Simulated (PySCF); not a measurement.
This PySCF input asks for the NMR shieldings of `COB1OBOBO1`, CH₅B₃O₄; the geometry comes from GFN2-xTB.

```python
import basis_set_exchange as bse
import numpy as np
from pyscf import gto, dft
from pyscf.prop import nmr

atoms = """
C     2.464924    0.139505    0.087221
O     1.435241    0.153815   -0.883154
B     0.135875    0.046347   -0.575294
O    -0.779540    0.074945   -1.598586
B    -2.101919   -0.035512   -1.333038
O    -2.534172   -0.172986   -0.047281
B    -1.639542   -0.202145    0.976779
O    -0.311922   -0.096792    0.727640
H     3.258846   -0.511461   -0.281963
H     2.098609   -0.222091    1.049043
H     2.853330    1.153557    0.204447
H    -2.874361   -0.010487   -2.209968
H    -2.009758   -0.316209    2.080508
"""
names = dict.fromkeys(["C", "O", "B", "H"], "pcSseg-1")
basis = {el: gto.basis.parse(bse.get_basis(n, elements=[el], fmt="nwchem")) for el, n in names.items()}
mol = gto.M(atom=atoms, basis=basis, charge=0, verbose=0)
mf = dft.RKS(mol, xc="PBE0")
mf.grids.level = 2
mf.grids.alignment = dft.numint.BLKSIZE   # the property module wants whole blocks of grid points
mf.conv_tol = 1e-9
mf.kernel()

calc = nmr.RKS(mf)   # GIAO
C = mf.mo_coeff
Co = C[:, mf.mo_occ > 0]
resp = mf.gen_response(singlet=True, hermi=2)
def vind(x):   # induced exchange potential for any number of trial vectors
    d = np.einsum("pi,xij,qj->xpq", C, 2 * x.reshape(-1, C.shape[1], Co.shape[1]), Co, optimize=True)
    return np.einsum("xpq,pi,qj->xij", resp(d - d.transpose(0, 2, 1)), C, Co, optimize=True).ravel()
mo1, _ = nmr.rhf.solve_mo1(calc, with_cphf=vind)
sigma = calc.kernel(mo1)
for i, s in enumerate(sigma):   # ppm
    w = np.linalg.eigvalsh((s + s.T) / 2)
    print("%2d %-2s iso %8.1f  s11 %8.1f  s22 %8.1f  s33 %8.1f" % (i, mol.atom_pure_symbol(i), w.mean(), *w))
```

Q: What are the results?

A: 
```
 0 C  iso    132.3  s11    103.1  s22    110.3  s33    183.4
 1 O  iso    253.0  s11    128.6  s22    294.3  s33    336.1
 2 B  iso     84.4  s11     66.9  s22     87.5  s33     98.7
 3 O  iso    147.5  s11      9.4  s22    117.7  s33    315.4
 4 B  iso     73.8  s11     57.7  s22     69.5  s33     94.2
 5 O  iso    121.1  s11    -68.8  s22     99.4  s33    332.8
 6 B  iso     73.9  s11     59.5  s22     68.1  s33     94.1
 7 O  iso    153.2  s11      9.0  s22    118.0  s33    332.7
 8 H  iso     27.8  s11     23.6  s22     25.7  s33     34.0
 9 H  iso     27.1  s11     22.6  s22     27.0  s33     31.8
10 H  iso     27.8  s11     23.8  s22     25.5  s33     34.1
11 H  iso     27.3  s11     23.9  s22     26.6  s33     31.4
12 H  iso     27.3  s11     23.9  s22     26.8  s33     31.2
```

These numbers come from an equivalent density-fitted implementation of the same equations, which agrees with the script to about 0.01 ppm for H and up to a few tenths of a ppm for heavy atoms, so last digits may differ.

Size and cost of the density-fitted run: 161 basis functions, 19 s wall time on 1 thread of an Arm Neoverse V2, shared host; peak memory 0.72 GiB.
